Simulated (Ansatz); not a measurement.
SnMeH3 (CH6Sn), relaxed as a singlet with RKS PBE-D4/def2-TZVP in Ansatz, starting from the GFN2-xTB geometry. Force threshold 0.02 eV/Å.

In the def2 sets Sn takes a core potential; there is no spin–orbit coupling.

Start:

```xyz
8

Sn    0.9449   -0.2730   -0.0596
C    -1.1129    0.3206    0.0706
H    -1.3721    0.9773   -0.7520
H    -1.2972    0.8478    0.9995
H    -1.7609   -0.5473    0.0342
H     1.3889   -1.2341    1.2164
H     1.9604    1.0378   -0.0624
H     1.2488   -1.1290   -1.4467
```

```
step  energy (eV)  largest force component (eV/Å)  SCF passes
   1   -6964.1435                           0.929          16
   2   -6964.2344                           0.289          18
   3   -6964.2491                           0.037          19
   4   -6964.2493                           0.027          19
   5   -6964.2494                           0.001          20
```

Force components are those of the run's own axes.

End:

Cartesian coordinates in Å:
```
Sn 0.9559 -0.2755 -0.0609
C -1.1148 0.3213 0.0710
H -1.3682 0.9718 -0.7748
H -1.2851 0.8658 1.0076
H -1.7589 -0.5661 0.0482
H 1.3694 -1.2783 1.2769
H 1.9741 1.1135 -0.0501
H 1.2276 -1.1526 -1.5179
```

By distances, no bond broke or formed. The bond that changes most is Sn1–H8, from 1.66 to 1.72 Å (atoms count from 1).

No frequencies were taken in this run, so the end may be a saddle point.

It took 4.4 s on 2 threads of AMD EPYC 7R13 on a shared host.
